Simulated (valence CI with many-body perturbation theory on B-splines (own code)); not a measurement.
**E1 line list for Cd43+**

Calculated by configuration interaction combined with many-body perturbation theory (CI+MBPT): three valence electrons over a frozen Dirac-Fock core [He], a basis of 11 s, 11 p, 10 d, 8 f, 5 g, 2 h functions for each j, with the one-electron correlation potential Σ1 (screened to all orders), the two-electron term Σ2, the three-electron term Σ3, Breit, model QED; selected single and double excitations, second order for the rest, scaled by the run's own slope (own B-spline code, finite nucleus).

The last digits are not significant, and no measured levels were compared; by estimate large intervals hold to a few tenths of a per cent, small ones and those within an open d or f shell to about a per cent.

Lines 201 to 250 of 522 in falling wavelength, among levels below 46643 × 10³ cm⁻¹, chosen from the strongest by gf and those to the six lowest levels. Wavelengths and rates use the calculated energies. Electric multipoles are in the length gauge with retardation, E1 and E2 with the static RPA response of the core. Weak lines are less certain than strong ones. Lines between different terms over intervals too small for the method are left out, as are lines whose strength nearly cancels. The highest levels of a list are the least certain.

Levels are named by their leading jj configuration (3d3/2^4 stands for four electrons in 3d with j = 3/2), which in mixed levels can hold well under half, so a name can repeat and another be missing. Letters in brackets count levels of one name in rising energy.

```tsv
λ vac (nm)	Upper	Lower	A (s⁻¹)	log gf	Branch %
0.9373	(2s 2p3/2 4f5/2) J=1/2	(2s 2p3/2 3d3/2) J=1/2 [a]	3.97e+13	0.02	73.5
0.9371	(2s 2p3/2 4f5/2) J=3/2	(2s 2p3/2 3d3/2) J=3/2 [a]	2.13e+13	0.05	43.6
0.9370	(2p1/2^2 4f5/2) J=5/2	(2p1/2^2 3d3/2) J=3/2	4.80e+13	0.58	90.0
0.9367	(2s 2p3/2 4p1/2) J=3/2 [b]	(2s 2p3/2 3d3/2) J=3/2 [a]	6.58e+12	-0.46	18.1
0.9364	(2s 2p3/2 4f5/2) J=7/2	(2s 2p3/2 3d3/2) J=5/2 [a]	3.68e+13	0.59	68.5
0.9363	(2s 2p1/2 4f7/2) J=7/2 [b]	(2s 2p1/2 3d5/2) J=5/2 [a]	4.95e+12	-0.28	9.4
0.9363	(2s 2p3/2 4f5/2) J=1/2	(2s 2p3/2 3d3/2) J=3/2 [a]	1.03e+13	-0.57	19.1
0.9360	(2s 2p3/2 4f5/2) J=5/2	(2s 2p3/2 3d3/2) J=5/2 [a]	2.10e+13	0.22	38.9
0.9358	(2s 2p3/2 4f7/2) J=9/2	(2s 2p3/2 3d3/2) J=7/2	1.21e+12	-0.80	2.3
0.9357	(2s 2p3/2 4f7/2) J=7/2	(2s 2p3/2 3d3/2) J=7/2	2.34e+12	-0.61	4.4
0.9352	(2s 2p3/2 4f5/2) J=3/2	(2s 2p3/2 3d3/2) J=5/2 [a]	3.71e+12	-0.71	7.6
0.9341	(2s^2 4f5/2) J=5/2	(2s^2 3d3/2) J=3/2	3.07e+13	0.38	56.9
0.9333	(2s 2p1/2 4f5/2) J=5/2 [a]	(2s 2p1/2 3d3/2) J=3/2 [a]	4.37e+13	0.53	81.3
0.9315	(2s 2p1/2 4f5/2) J=7/2	(2s 2p1/2 3d3/2) J=5/2	3.94e+13	0.61	73.5
0.9311	(2s 2p1/2 4f5/2) J=5/2 [b]	(2s 2p1/2 3d3/2) J=5/2	7.53e+12	-0.23	14.0
0.9292	(2p1/2^2 4d3/2) J=3/2	(2p1/2^2 3p3/2) J=3/2	4.12e+12	-0.67	9.8
0.9274	(2s^2 4d3/2) J=3/2	(2s^2 3p3/2) J=3/2	2.22e+12	-0.94	1.9
0.9269	(2s 2p3/2 4d3/2) J=3/2	(2s 2p3/2 3p3/2) J=5/2 [a]	2.42e+12	-0.90	1.9
0.9252	(2s 2p1/2 4d3/2) J=3/2 [a]	(2s 2p1/2 3p3/2) J=3/2 [a]	4.14e+12	-0.67	6.7
0.9251	(2s 2p1/2 4d3/2) J=3/2 [b]	(2s 2p1/2 3p3/2) J=3/2 [b]	3.62e+12	-0.73	3.1
0.9250	(2s 2p1/2 4d3/2) J=5/2	(2s 2p1/2 3p3/2) J=5/2	5.28e+12	-0.39	10.7
0.9248	(2s 2p3/2 4s) J=5/2	(2s 2p3/2 3p1/2) J=5/2	1.73e+12	-0.88	8.3
0.9230	(2s 2p3/2 4s) J=5/2	(2s 2p3/2 3p1/2) J=3/2 [a]	1.50e+12	-0.94	7.2
0.9221	(2s^2 4d5/2) J=5/2	(2s^2 3p3/2) J=3/2	1.34e+13	0.01	11.8
0.9220	(2s 2p3/2 4p1/2) J=5/2	(2p1/2^2 3p3/2) J=3/2	5.41e+12	-0.38	10.9
0.9219	(2p1/2^2 4d5/2) J=5/2	(2p1/2^2 3p3/2) J=3/2	1.87e+13	0.16	19.3
0.9213	(2s 2p3/2 4d5/2) J=5/2	(2s 2p3/2 3p3/2) J=5/2 [a]	9.46e+12	-0.14	9.0
0.9206	(2s 2p3/2 4d5/2) J=3/2	(2s 2p3/2 3p3/2) J=1/2 [a]	8.48e+12	-0.37	9.2
0.9199	(2s 2p1/2 4f5/2) J=5/2 [b]	(2s 2p1/2 3d3/2) J=3/2 [a]	4.99e+12	-0.42	9.3
0.9195	(2s 2p3/2 4d5/2) J=7/2	(2s 2p3/2 3p3/2) J=5/2 [a]	1.98e+13	0.30	12.8
0.9188	(2s 2p1/2 4d5/2) J=3/2	(2s 2p1/2 3p3/2) J=3/2 [b]	4.64e+12	-0.63	4.3
0.9188	(2s 2p1/2 4d5/2) J=5/2 [a]	(2s 2p1/2 3p3/2) J=3/2 [a]	2.50e+13	0.28	23.3
0.9187	(2s 2p1/2 4d5/2) J=5/2 [b]	(2s 2p1/2 3p3/2) J=3/2 [b]	2.30e+13	0.24	20.5
0.9185	(2s 2p1/2 4d5/2) J=7/2	(2s 2p1/2 3p3/2) J=5/2	2.62e+13	0.42	23.8
0.9176	(2s 2p3/2 4d5/2) J=1/2	(2s 2p3/2 3p3/2) J=1/2 [a]	1.78e+13	-0.35	15.2
0.9168	(2s 2p3/2 4d3/2) J=5/2	(2s 2p3/2 3p3/2) J=7/2	1.55e+12	-0.93	1.3
0.9166	(2s 2p1/2 4d5/2) J=5/2 [b]	(2s 2p1/2 3p3/2) J=5/2	2.62e+12	-0.70	2.3
0.9160	(2s 2p3/2 4d3/2) J=7/2	(2s 2p3/2 3p3/2) J=7/2	7.53e+12	-0.12	7.6
0.9157	(2s 2p3/2 4d5/2) J=5/2	(2s 2p3/2 3p1/2) J=3/2 [b]	2.97e+12	-0.65	2.8
0.9150	(2p1/2^2 4d5/2) J=5/2	(2s 2p3/2 3s) J=3/2 [b]	1.73e+12	-0.88	1.8
0.9142	(2s 2p3/2 4d5/2) J=9/2	(2s 2p3/2 3p3/2) J=7/2	2.68e+13	0.53	99.7
0.9141	(2s 2p3/2 4d5/2) J=3/2	(2s 2p3/2 3p1/2) J=3/2 [b]	3.99e+12	-0.70	4.3
0.9138	(2s 2p1/2 4d5/2) J=3/2	(2s 2p1/2 3p3/2) J=1/2	1.87e+13	-0.03	17.3
0.9124	(2s 2p3/2 4d5/2) J=5/2	(2s 2p3/2 3p3/2) J=3/2 [a]	1.19e+13	-0.05	11.3
0.9108	(2s 2p3/2 4d5/2) J=3/2	(2s 2p3/2 3p3/2) J=3/2 [a]	9.64e+12	-0.32	10.4
0.9096	(2s^2 4d5/2) J=5/2	(2s 2p1/2 3s) J=3/2	1.30e+13	-0.01	11.5
0.9088	(2s 2p3/2 4d5/2) J=7/2	(2s 2p3/2 3p3/2) J=7/2	2.07e+12	-0.69	1.3
0.8906	(2s 2p1/2 4d3/2) J=3/2 [b]	(2s 2p1/2 3p1/2) J=1/2 [b]	1.15e+13	-0.26	9.7
0.8901	(2s 2p1/2 4d3/2) J=1/2	(2s 2p1/2 3p1/2) J=1/2 [b]	1.76e+13	-0.38	11.4
0.8882	(2s 2p1/2 4p1/2) J=3/2	(2s 2p1/2 3s) J=1/2 [b]	4.09e+12	-0.71	11.9
```

Question: How does gf follow from A for the line at 0.9370 nm?

Answer: gf = 1.4992 × (2J+1)_upper × A / σ², with σ = 10671893 cm⁻¹ and 2J+1 = 6: gf = 3.79.
